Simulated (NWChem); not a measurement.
C2H6O2Si; SMILES O=C(C)O[SiH3]

```xyz
11

Si     0.0273     1.7220    -0.0010
O      0.7503     0.1625     0.0012
C     -0.0879    -0.8834     0.0012
C      0.6216    -2.2020     0.0020
O     -1.2841    -0.7303     0.0005
H     -0.7800     1.9252     1.2308
H      1.2067     2.6280    -0.0020
H     -0.7795     1.9218    -1.2337
H     -0.1072    -3.0197     0.0038
H      1.2738    -2.2698     0.8851
H      1.2709    -2.2719    -0.8832
```
Atoms are numbered in this order, from 1.

Results from NWChem. Structure relaxed at the PBE0/def2-SVP level. Level: PBE0/def2-SVP with SMD (1 M gas to 1 M solution), gas-phase geometry. Reactions with the solvent are ignored.

**Question.** What does the run give for solvent water? Quantities: solvation free energy (kcal/mol); cavity-dispersion-structure term (kcal/mol); dipole in solution (D).

**Answer.** 
```
Property                                     Result
-------------------------------------------  ------
solvation free energy (kcal/mol)               -1.5
cavity-dispersion-structure term (kcal/mol)     4.5
dipole in solution (D)                         2.26
```
